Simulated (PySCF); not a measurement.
Energy of Te²⁺ (tellurium, charge +2) between two integer charges

The 5p alpha orbital of [Kr] 4d10 5s2 5p2 is emptied in steps (occupation f), with all orbitals relaxed, ending at [Kr] 4d10 5s2 5p1. Calculation: PySCF 2.14, in aug-cc-pVTZ-PP with ECP28MDF (6s5p4d2f, 55 functions); a scalar-relativistic core potential. The exact energy is a straight line in f; departures are measured from the line between the end points of the same method.

| f | UHF (eV) | LDA (eV) | PBE (eV) | PBE0 (eV) | r2SCAN (eV) | LC-wPBE (eV) | BHandHLYP (eV) | wB97X (eV) | TPSS (eV) | BLYP (eV) |
| --- | --- | --- | --- | --- | --- | --- | --- | --- | --- | --- |
| 1 | 0.000 | 0.000 | 0.000 | 0.000 | 0.000 | 0.000 | 0.000 | 0.000 | 0.000 | 0.000 |
| 0.8 | 0.059 | -0.746 | -0.722 | -0.527 | -0.680 | -0.089 | -0.352 | -0.147 | -0.703 | -0.742 |
| 0.6 | 0.087 | -1.120 | -1.082 | -0.787 | -1.010 | -0.130 | -0.528 | -0.223 | -1.050 | -1.113 |
| 0.4 | 0.087 | -1.120 | -1.080 | -0.784 | -0.995 | -0.125 | -0.527 | -0.225 | -1.044 | -1.113 |
| 0.2 | 0.057 | -0.745 | -0.717 | -0.520 | -0.653 | -0.080 | -0.351 | -0.152 | -0.691 | -0.741 |
| 0 | 0.000 | 0.000 | 0.000 | 0.000 | 0.000 | 0.000 | 0.000 | 0.000 | 0.000 | 0.000 |

Problem. For LDA, how does the orbital energy at f = 1 compare with the removal energy?

Solution. −ε = 23.057 eV against a total-energy difference of 27.714 eV. By Janak's theorem ε = ∂E/∂f, so the gap between them reflects the curvature. Along the path −ε is 24.912 (f = 0.8), 26.779 (f = 0.6), 28.651 (f = 0.4), 30.517 (f = 0.2) eV.

```tsv
method	E(f=0) − E(f=1) (eV)	−ε at f=1 (eV)	−ε at f=0.4 (eV)
UHF	26.971	27.342	26.894
LDA	27.714	23.057	28.651
PBE	27.495	22.977	28.410
PBE0	27.564	24.262	28.238
r2SCAN	27.708	23.422	28.617
LC-wPBE	27.658	27.087	27.787
BHandHLYP	27.469	25.269	27.912
wB97X	27.329	26.417	27.503
TPSS	27.493	23.091	28.397
BLYP	27.350	22.718	28.282
```

Reference removal energy between the ground levels: 27.84 ± 0.04 eV (measured; NIST Atomic Spectra Database, ionization energies). The calculation has no spin-orbit coupling. UHF lacks correlation.
